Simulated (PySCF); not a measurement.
## Two-component Hartree-Fock for Gd(54+) (gadolinium, charge +54)

Start: [Ne]. Calculated with PySCF 2.14 in an uncontracted even-tempered set (17 s from 8.3 bohr⁻², ratio 2.6; 13 p from 11 bohr⁻², ratio 2.6; 6 d from 11 bohr⁻², ratio 2.8; 3 f from 240 bohr⁻², ratio 2.8): generalised Hartree-Fock with the X2C-1e Hamiltonian and a Gaussian nucleus; spin-orbit coupling (SO) screened by Boettger's factors.

| spinor shell | electrons | ε, screened SO (eV) | weight of nominal j (screened SO) | rms radius, screened SO (bohr) |
| --- | --- | --- | --- | --- |
| 1s1/2 | 2 | -54720.8 | 1.000 | 0.0249 |
| 2s1/2 | 2 | -12396.5 | 1.000 | 0.0989 |
| 2p1/2 | 2 | -12012.9 | 1.000 | 0.0844 |
| 2p3/2 | 4 | -11286.4 | 1.000 | 0.0904 |

```csv
quantity,screened SO
E (hartree),-8042.79247
M_J,0
⟨J²⟩,0.000
⟨L²⟩,0.018
⟨S²⟩,0.018
```

Breit and QED terms are absent; they matter most for the inner s and p1/2 levels.

Densities and radii are taken from the X2C orbitals without a picture-change correction, which distorts them close to the nucleus.
